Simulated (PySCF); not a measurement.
Dipole moment and polarisability of `CC(C)=PC(F)(F)F`

C₄H₆F₃P.
Cartesian coordinates in Å at the GFN2-xTB level; atoms count from 1:
```xyz
14
C4H6F3P angstrom
C     -0.4600   -1.1376    0.5425
C     -0.5185    0.3029    0.1552
C     -1.8818    0.8416   -0.1324
P      0.7618    1.3934    0.0288
C      2.2277    0.2665    0.4909
F      2.1182   -0.3138    1.6984
F      2.4509   -0.7238   -0.3921
F      3.3492    1.0018    0.5250
H      0.3093   -1.6777   -0.0067
H     -0.2291   -1.2369    1.6043
H     -1.4189   -1.6166    0.3571
H     -2.3245    0.3077   -0.9744
H     -1.8521    1.9037   -0.3680
H     -2.5329    0.6885    0.7291
```

Level: CAM-B3LYP/def2-SVPD (PySCF), static field, nuclei fixed, core orbitals frozen in the response. The polarisability tensor in these axes (au):

```
x   96.81  7.91  2.30
y    7.91 77.35 -3.96
z    2.30 -3.96 60.58
```

Problem. Give the principal values, the mean and the anisotropy Δα = √{½[(α1 − α2)² + (α2 − α3)² + (α1 − α3)²]}.

Solution. Principal values 59.24, 75.86 and 99.63 au; mean 78.25 au = 11.59 Å³ = 12.90 × 10⁻⁴⁰ C²·m²/J; Δα = 35.16 au (45 % of the mean).

Problem. What is the dipole moment, and where does it point?

Solution. (-3.41, -0.59, -0.20) D, 3.47 D in size, pointing from the negative to the positive side. Measured along this direction, the outermost atoms are F8 at the negative end and H14 and H12 at the positive end.

Problem. In TDDFT the mean static polarisability is Σ f/ω² over all singlet excitations (ω in hartree). How much of it do the 8 lowest give? Their energies (eV) and oscillator strengths: 5.02, 0.0099; 5.12, 0.2561; 6.30, 0.0000; 6.50, 0.0001; 7.04, 0.0096; 7.54, 0.0013; 7.98, 0.1909; 8.13, 0.0281.

Solution. They add up to 10.21 au, 13.1 % of the 78.25 au; the largest single term is 7.23 au, from the state at 5.12 eV. Terms in order: 0.29, 7.23, 0.00, 0.00, 0.14, 0.02, 2.22, 0.31 au. Higher excitations give the rest. The strengths listed sum to 0.496.

Problem. Give the principal axes and the span of the nuclei along them.

Solution. Largest value along (0.94, 0.33, 0.02), where the nuclei span 5.65 Å; middle along (-0.31, 0.91, -0.28), 4.03 Å; least along (-0.11, 0.26, 0.96), 2.15 Å. The response follows the extents in order.

Problem. Refractivity n − 1 of an ideal gas of it at 500 K and 1 atm, from the electronic α?

Solution. N = p/kT = 1.4678 × 10¹⁹ cm⁻³, so n − 1 = 2π × N × 11.59 × 10⁻²⁴ cm³ = 1069 × 10⁻⁶ at long wavelengths, for an ideal gas.

Geometry: GFN2-xTB; no solvent, vibrations or thermal averaging.
